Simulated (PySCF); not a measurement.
BrH4InN2, SMILES [NH2][In]([NH2])[Br]. Geometry: PBE-D3(BJ)/def2-SVP. The def2 effective core potentials stand for the cores of In; spin–orbit coupling is left out. The values are those of a single conformer.

Computed equilibrium geometry at PBE-D3(BJ)/def2-SVP (PySCF confirms it by a frequency run) as a Z-matrix, and its point group (one conformer of several):
point group Cs.
```
In
N 1 2.0586
H 2 1.0291 1 113.07
H 2 1.0291 3 107.02 1 -122.21
N 1 2.0586 2 127.97 3 48.44
H 5 1.0291 1 113.07 2 -48.44
H 5 1.0291 6 107.02 1 122.21
Br 1 2.5211 2 114.81 3 -150.27
```
Charge 0, spin multiplicity 1.
